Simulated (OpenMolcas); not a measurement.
## Cu6+, Ag6+, Au6+: d5 down the group

| Property | Result |
| --- | --- |
| Program | OpenMolcas |
| Method | CASSCF |
| Basis | ANO-R2 |
| Scalar Hamiltonian | X2C, finite nucleus |
| Spin-orbit coupling | RASSI with atomic mean-field integrals over the reference wave functions, term energies averaged over their components |

Active space for each ion: 5 electrons in 10 orbitals (d d).

Computed levels in cm-1 above 6S 5/2:

| Level | Cu6+ | Ag6+ | Au6+ |
| --- | --- | --- | --- |
| 4G 7/2 | 51021 | 35231 | 30795 |
| 4G 11/2 | 51093 | 35489 | 32451 |
| 4G 9/2 | 51108 | 35658 | 34212 |
| 4P 1/2 | 58826 | 40664 | 37034 |
| 4D 7/2 | 63301 | 43329 | 42131 |
| 4D 1/2 | 63591 | 45089 | 48544 |
| 2I 11/2 | 72669 | 50189 | 47580 |
| 2I 13/2 | 72954 | 51539 | 52596 |
| 2F 7/2(1) | 84219 | 61051 | 69386 |
| weight of 6S in the lowest level (%) | 100 | 98 | 82 |

Mixed levels, with the weight of the term that names them: Ag6+ 2F 7/2(1) (56 %), Au6+ 4G 7/2 (63 %), Au6+ 4G 11/2 (73 %), Au6+ 4P 1/2 (63 %), Au6+ 4D 7/2 (62 %), Au6+ 4D 1/2 (70 %), Au6+ 2I 11/2 (70 %), Au6+ 2F 7/2(1) (61 %).

Measured, with the error of the calculation in %. Measured levels: Cu6+, Ag6+ from the list in Gamrath, thesis, University of Mons (2023).

```
    Level           Cu6+           Ag6+
   4G 7/2                 30378 (+16.0)
  4G 11/2                 30662 (+15.7)
   4G 9/2                 30907 (+15.4)
   4P 1/2  51407 (+14.4)  34605 (+17.5)
   4D 7/2  55742 (+13.6)  36485 (+18.8)
   4D 1/2  56210 (+13.1)  38685 (+16.6)
  2I 11/2   67757 (+7.2)  44011 (+14.0)
  2I 13/2   67918 (+7.4)  45546 (+13.2)
2F 7/2(1)  74408 (+13.2)  53353 (+14.4)
```

Without spin-orbit coupling 4G lies 51056, 35403, 32017 cm-1 above 6S in that order; the difference to the level 4G 7/2, of either sign, comes from spin-orbit coupling, which also lowers the zero.

Without dynamic correlation excited terms often stand tens of per cent too high (terms of higher spin than the ground term too low), and those without a measured partner can miss by more than the paired ones. Active for correlation alone: 4d; no level in the range computed is led by a configuration that fills it, so any true level of that kind is missing (holds for Cu6+). Active for correlation alone: 5d; no level in the range computed is led by a configuration that fills it, so any true level of that kind is missing (holds for Ag6+). Active for correlation alone: 6d; no level in the range computed is led by a configuration that fills it, so any true level of that kind is missing (holds for Au6+). Computed and measured levels are paired by configuration, term and J; levels that our copy of the source lacks, or whose pairing is in doubt (as where it misses far off the trend of its configuration), stay unpaired and out of the deviations. Only configurations of the active space appear.

A number in round brackets counts repeated terms of one configuration in the order of the reference energies.
